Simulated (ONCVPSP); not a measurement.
# potassium (K): one change to an ONCV potential, before and after

ONCVPSP 4.0.1 input, shortened (lines: element, Z, core and valence counts, functional; n l f; lmax; l rc ep ncon nbas qcut; lloc lpopt rc5 dvloc0; l nproj debl; icmod fcfact rcfact), PBEsol, scalar-relativistic:

```
  K 19.00    5    1  -116133      upf
    1    0    2.00
    2    0    2.00
    2    1    6.00
    3    0    2.00
    3    1    6.00
    4    0    0.50
    2
    0    4.00    0.00    3    6    1.50
    1    3.85    0.02    3    7    2.30
    2    3.25    0.44    4    8    3.00
    4    3    3.20    2.00
    0    1    3.80
    1    3    3.10
    2    2    3.50
    3    2.50    1.70
```

In the p channel the program set the typed energies aside and used 0.050, 3.150, 6.250 Ha. In the d channel the program set the typed energies aside and used -0.055, 3.445 Ha.

All-electron outer shells of the reference configuration (PBEsol, scalar-relativistic, ld1.x):

```
shell  level (eV)  outermost node (bohr)  outermost maximum (bohr)
   4s       -4.20                   1.58                      3.88
```

Change: functional LDA (Perdew-Wang 92). In the p channel the program set the typed energies aside and used 0.050, 3.150, 6.250 Ha. In the d channel the program set the typed energies aside and used -0.061, 3.439 Ha.

Cutoffs: the cutoffs (Ha) at which the residual kinetic energy of the hardest occupied pseudo-wave falls to 1 and 0.1 mHa per electron; they do not see the model core or the augmentation charge, which bear on the density cutoff. Errors are all-electron minus pseudo energies relative to the spin-unpolarised reference configuration.

Q: Predict the effect on cutoff, ghosts and configuration errors.

A: The potential gets neither clearly harder nor softer (1.0 Ha and 4.5 Ha → 1.1 Ha and 4.7 Ha); the number of tests with a reliable result goes from 4 to 3; of the 3 tests that both files solve, the error grows in 1 and shrinks in 2 by more than 15 % and 0.3 meV (median size 6.1 → 11.2 meV); neither file shows a bound ghost.

| quantity | base | changed |
| --- | --- | --- |
| cutoff, loose | 1.0 Ha | 1.1 Ha |
| cutoff, tight | 4.5 Ha | 4.7 Ha |
| bound ghosts | none | none |
| GHOST(+) flags under 300 eV | p at 90.8 eV, p at 154.4 eV | p at 90.6 eV, p at 153.1 eV |
| tests with a reliable result | 4 of 4 | 3 of 4 |
| error for 4s1, meV [ΔE -1.62 → -1.71 eV] | -23 | -11 |
| error for 3d1 4s0, meV [ΔE 0.79 → 0.80 eV] | -4.7 | +15 |
| error for 3d0.5 4s0.5, meV [ΔE -0.41 → -0.46 eV] | -6.1 | 0.0 |
| s: phases at 4.06 bohr within 0.05 rad from the reference energy up to (Ha; the scan ends near 5) | 0.3 | 0.3 |
| p: phases at 3.92 bohr within 0.05 rad from the reference energy up to (Ha; the scan ends near 5) | 0.4 | 0.4 |
| d: phases at 3.29 bohr within 0.05 rad from the reference energy up to (Ha; the scan ends near 5) | 0.0 | 0.0 |
| rms error of d²Exc/dni dnj with the model core, mHa | 4.78 | 1.80 |

Base: The cutoffs count occupied waves only; projector 3 of the p channel, the hardest unoccupied one, needs 42 Ha at the loose tolerance. Changed file: The cutoffs count occupied waves only; projector 3 of the p channel, the hardest unoccupied one, needs 42 Ha at the loose tolerance.
